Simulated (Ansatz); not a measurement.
Relaxation of GaI₃ with RKS r2SCAN-D4/def2-SVP.

```sh
$ ansatz run in.yaml --threads 2 --pin off --events-out ev --progress --plain --max-ram 4352MiB
```

```yaml
crystal:
  periodic: [false, false, false]
  atoms:
    - {symbol: Ga, position_ang: [-0.000450, -0.001180, 0.000440]}
    - {symbol: I, position_ang: [2.506310, -0.025120, 0.012800]}
    - {symbol: I, position_ang: [-1.227270, 2.185000, -0.017380]}
    - {symbol: I, position_ang: [-1.278590, -2.158690, 0.004150]}
basis:
  gaussian: {orbitals: def2-SVP}
hamiltonian: {xc: r2scan, dispersion: d4}
scf: {lower_state_search: "off"}
output: {orbitals: {seedname: orbitals}}
relax: {f_tol: 0.02, max_steps: 100}
```

Run time 6.5 s (2 threads of Intel Xeon Platinum 8488C on a shared host).

Positions (Å) and forces (eV/Å) at steps 1, 2, 3 of 3:

```xyz
4
step=1 energy=-76687.6509 eV
Ga    0.000   -0.001    0.000   -0.002   -0.003   -0.001
I     2.506   -0.025    0.013   -0.352    0.000   -0.001
I    -1.227    2.185   -0.017    0.169   -0.308    0.003
I    -1.279   -2.159    0.004    0.185    0.311    0.000
4
step=2 energy=-76687.6613 eV
Ga    0.000    0.000    0.000    0.003    0.006    0.000
I     2.456   -0.028    0.013    0.240   -0.001    0.001
I    -1.205    2.140   -0.017   -0.116    0.209   -0.002
I    -1.251   -2.112    0.004   -0.127   -0.214    0.000
4
step=3 energy=-76687.6683 eV
Ga    0.000    0.000    0.000    0.000    0.000    0.000
I     2.475   -0.027    0.013    0.005    0.000    0.000
I    -1.214    2.157   -0.017   -0.002    0.004    0.000
I    -1.261   -2.129    0.004   -0.003   -0.004    0.000
```

In the def2 sets I takes a core potential; there is no spin–orbit coupling.
